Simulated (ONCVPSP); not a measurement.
## Varying the ONCV potential for copper (Cu)

Base potential:

* Element: Cu (Z = 29)
* Generator: ONCVPSP 4.0.1
* Type: optimised norm-conserving Vanderbilt (ONCV)
* Functional: PBE
* Relativity: scalar-relativistic
* Frozen core: [Ar]
* Valence charge: 11
* Reference configuration: 3d10 4p1
* Partial waves: s scattering state at 0.17 Ha: rc 2.70 bohr, ncon 4, nbas 8, qcut 2.1 1/bohr, 2 projectors, debl 3.1 Ha; 4p: rc 3.15 bohr, ncon 3, nbas 6, qcut 2.9 1/bohr, 3 projectors, debl 3.4 Ha; 3d: rc 1.00 bohr, ncon 5, nbas 10, qcut 15.9 1/bohr, 2 projectors, debl 2.7 Ha
* Local potential: polynomial inside 0.90 bohr (lpopt 5, dvloc0 0 Ha)
* Core correction: Teter function, fcfact 5.25, rcfact 1.5

In the s channel the program set the typed energies aside and used 0.050, 3.150 Ha.

All-electron outer shells of the reference configuration (PBE, scalar-relativistic, ld1.x):

```csv
shell,level (eV),outermost node (bohr),outermost maximum (bohr)
3p,-74.29,0.26,0.62
3d,-7.15,–,0.60
4p,-1.71,0.97,3.35
```

Cutoffs, loose and tight: the cutoffs (Ha) at which the residual kinetic energy of the hardest occupied pseudo-wave falls to 1 and 0.1 mHa per electron. They do not see the model core or the augmentation charge, which bear on the density cutoff. Test errors are all-electron minus pseudo excitation energies from the reference, over the configurations 3d10 4s1 4p0; 3d10 4p0; 3d9 4p0; 3d9 4s2 4p0. A dash means not determined; rows that change the core or the reference have their own tests. The largest error is taken over the tests solved by every variant that gives reliable tests at all: 3d10 4p0; 3d9 4p0; 3d9 4s2 4p0.

A true bound ghost makes a file unfit for plane-wave use even where its test errors are small: the radial tests pick states by their node count and pass the ghost by.

```tsv
change	outcome	cutoff, loose	cutoff, tight	bound ghosts	GHOST(+) flags above zero	largest test error (meV)
base	generated, projector energies reset by the program	102 Ha	115 Ha	s	p	-85
p: rc 2.32	generated, projector energies reset by the program	102 Ha	115 Ha	s	p	-71
p: rc 2.64	generated, projector energies reset by the program	102 Ha	115 Ha	s	p	-76
p: rc 3.24	generated, projector energies reset by the program	102 Ha	115 Ha	s	p	-87
p: rc 3.68	generated, projector energies reset by the program	102 Ha	115 Ha	s	p	-95
p: rc 4.02	generated, projector energies reset by the program	102 Ha	115 Ha	s	p	-98
p: rc 4.6	generated, projector energies reset by the program	102 Ha	115 Ha	s	p	-99
```

Reading the sweep of the p radius (base included, trends over the rows without a ghost): Bound ghosts are found at 2.32, 2.64, 3.15, 3.24, 3.68, 4.02, 4.6 bohr. Every judged row has one, so this setting neither creates nor removes them.
